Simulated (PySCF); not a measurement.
# Excitation energy of C²⁺ by level of theory

C²⁺ [He] 2s2 (1S) → C²⁺ [He] 2s1 3d1 (3D), as a difference of total energies. All numbers are calculated (PySCF 2.14, no relativity, point nucleus, in dyall-acv3z (15s9p4d2f, 76 functions)). Correlated levels: valence: 1s2 frozen; virtual orbitals above 40 to 60 times the deepest correlated orbital energy dropped. The calculations carry no spin-orbit coupling.

| method | excitation energy (eV) |
| --- | --- |
| UHF | 31.715 |
| MP2 (valence) | 32.809 |
| SCS-MP2 (valence) | 33.146 |
| CCSD (valence) | 33.459 |

How much does correlation contribute at MP2 (valence)?

32.809 − (31.715) = 1.094 eV, measured against UHF.

The promoted electron is Rydberg-like, and one or two diffuse shells describe it only roughly, which tends to raise the upper state.

With two correlated electrons CCSD is exact in that space.
